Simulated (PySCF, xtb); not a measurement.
Cd(NH2)(SMe) (CH5CdNS), SMILES [Cd]([S]C)[NH2]. The values are those of a single conformer.

Harmonic wavenumbers (cm⁻¹) from GFN2-xTB (xtb) at its own minimum, in rising order: 12, 54, 61, 78, 157, 266, 356, 618, 681, 714, 944, 949, 1311, 1428, 1449, 1537, 2953, 2995, 3037, 3291, 3329.

Problem. What does PBE-D3(BJ)/def2-SVP run with PySCF give at its own minimum? (The exact figures need the calculation; the answer reports its results.)

Solution. 86, 91, 123, 146, 173, 332, 509, 596, 685, 764, 921, 932, 1283, 1402, 1406, 1482, 2979, 3082, 3084, 3397, 3494. Paired by order, the mean absolute difference is 56 cm⁻¹ and the zero-point energies are 37.5 and 38.6 kcal/mol.
